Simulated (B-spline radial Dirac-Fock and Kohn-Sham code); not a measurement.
## Successive ionisation energies of thallium: Dirac-Fock against NIST

The computed values come from a radial finite-basis atomic code: multi-electron Dirac-Fock with separately optimised hole states, Breit and Lamb-shift corrections added in first order. Each value is the difference of the configuration-average energies of two neighbouring ions in their tabulated ground configurations. Electron correlation is not included. NIST's values refer to the lowest levels; many for high charge states are themselves semi-empirical or theoretical. Where a p, d or f shell is open in either ion the computed value averages over both j values and all terms, while the table refers to the lowest levels; that difference holds spin-orbit splitting (largest in heavy or highly charged ions), term energies where several electrons share open shells, and correlation, and it can reach 10 % or more.

```
  ion  configuration  computed (eV)     NIST (eV)            kind  NIST − computed (eV)
Tl⁵²⁺  [Ar] 3d10 4s1         3165.1  3164.7 ± 1.9  semi-empirical                 -0.36
Tl⁵³⁺      [Ar] 3d10         5274.8      5234 ± 5     theoretical                -40.76
Tl⁵⁴⁺       [Ar] 3d9         5420.5      5371 ± 5     theoretical                -49.52
Tl⁵⁵⁺       [Ar] 3d8         5567.9      5518 ± 5     theoretical                -49.87
Tl⁵⁶⁺       [Ar] 3d7         5716.8      5674 ± 5     theoretical                -42.80
Tl⁵⁷⁺       [Ar] 3d6         5867.3      5824 ± 6     theoretical                -43.30
Tl⁵⁸⁺       [Ar] 3d5         6019.4      5969 ± 6     theoretical                -50.37
Tl⁵⁹⁺       [Ar] 3d4         6173.0      6241 ± 7     theoretical                +67.98
Tl⁶⁰⁺       [Ar] 3d3         6328.2     6392 ± 10     theoretical                +63.76
Tl⁶¹⁺       [Ar] 3d2         6485.0     6560 ± 12     theoretical                +74.97
Tl⁶²⁺       [Ar] 3d1         6643.4     6714 ± 15     theoretical                +70.61
Tl⁶³⁺   [Ne] 3s2 3p6         7326.4     7146 ± 19     theoretical               -180.43
Tl⁶⁴⁺   [Ne] 3s2 3p5         7467.7     7281 ± 24     theoretical               -186.67
Tl⁶⁵⁺   [Ne] 3s2 3p4         7609.9     7430 ± 30     theoretical               -179.88
Tl⁶⁶⁺   [Ne] 3s2 3p3         7753.1     7570 ± 40     theoretical               -183.07
Tl⁶⁷⁺   [Ne] 3s2 3p2         7897.2     8260 ± 40     theoretical               +362.77
Tl⁶⁸⁺   [Ne] 3s2 3p1         8042.4     8420 ± 50     theoretical               +377.64
Tl⁶⁹⁺       [Ne] 3s2         8729.9     8730 ± 50     theoretical                 +0.09
```

Problem. Where in this range is the largest relative jump, and why?

Solution. From Tl⁵²⁺ (3165.1 eV) to Tl⁵³⁺ (5274.8 eV), a factor of 1.67. The configuration goes from [Ar] 3d10 4s1 to [Ar] 3d10, so the next electron comes out of a deeper subshell.
